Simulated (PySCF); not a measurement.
# Excitation energy of In(2+) by level of theory

In(2+) [Kr] 4d10 5s1 (2S) → In(2+) [Kr] 4d9 5s1 5p1 (high-spin determinant), as a difference of total energies. All numbers are calculated (PySCF 2.14, the spin-free X2C one-electron Hamiltonian (Gaussian nucleus), in x2c-QZVPPall (13s9p7d4f1g, 112 functions)). Correlated levels: valence and next inner shell: [Ar] 3d10 frozen. The calculations carry no spin-orbit coupling.

```
                                method  excitation energy (eV)
                                   UHF                  19.649
                                   LDA                  21.081
                                  PBE0                  20.792
                                r2SCAN                  20.741
                                 M06-L                  21.412
                                PBEsol                  20.880
    MP2 (valence and next inner shell)                  20.955
SCS-MP2 (valence and next inner shell)                  20.868
```

Problem. Estimate what PBE gives.

Solution. 20.852 eV, closest to SCS-MP2 (valence and next inner shell) among the rows shown.

Problem. Estimate what B3LYP gives.

Solution. 20.827 eV, closest to PBE0 among the rows shown.

A first-order spin-orbit estimate (lowest level to lowest level, LS coupling) adds -0.158 eV.

The basis was made for the ground configuration and has no added diffuse functions, so the excitation energy can come out too high.

The determinant of the upper state mixes LS terms, which raises its energy above the lowest term, most at the Hartree-Fock and MP2 levels.
